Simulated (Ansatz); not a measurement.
Computed with Ansatz on PBE0-D4/def2-TZVP structures; ΔE is electronic, products minus reactants. CBS: MP2 limit from def2 TZ/QZ plus the TZ coupled-cluster correction, frozen cores. This one scheme is used for every species. Functionals use def2-TZVPP. Each species was taken in one conformer, which may not be the lowest.

Reaction (ligand exchange at the Si–C bond): `OC[SiH2]Cl` + `[SiH3]N[SiH2]Cl` → `[SiH3]N([SiH2]Cl)[SiH2]Cl` + CH₃OH

Q: Is it downhill or uphill in electronic energy at CCSD(T)/CBS, and by how much? (An estimate is asked.)

A: The calculation gave: Downhill: ΔE = -0.77 eV.

Q: What do these levels give: PBE-D4, r2SCAN-D4, ωB97X-V, PBE, PBE0, HF/def2-TZVPP, SCS-MP2/def2-TZVPP, CCSD/def2-TZVPP, CCSD(T)/def2-TZVPP, MP2/def2-QZVPP, HF/CBS(def2), MP2/CBS(def2)? (An estimate is asked.)

A: Computed: PBE-D4 -0.63, r2SCAN-D4 -0.70, ωB97X-V -0.71, PBE -0.53, PBE0 -0.61, HF/def2-TZVPP -0.70, SCS-MP2/def2-TZVPP -0.79, CCSD/def2-TZVPP -0.75, CCSD(T)/def2-TZVPP -0.76, MP2/def2-QZVPP -0.82, HF/CBS(def2) -0.71, MP2/CBS(def2) -0.82 eV.

Largest T1 diagnostic among the species: 0.010.

In def2-TZVPP, CCSD(T) changes the Hartree–Fock value by −0.06 eV (the triples alone add −0.01 eV) and MP2 by −0.12 eV. The D4 term adds −0.16 eV with B3LYP and −0.09 eV with PBE0; it sums over pairs of atoms, weighted by their polarisabilities, and B3LYP, whose exchange is more repulsive, gets the larger term.

B3LYP here is the variant with VWN-RPA as its local correlation; programs differ in this.
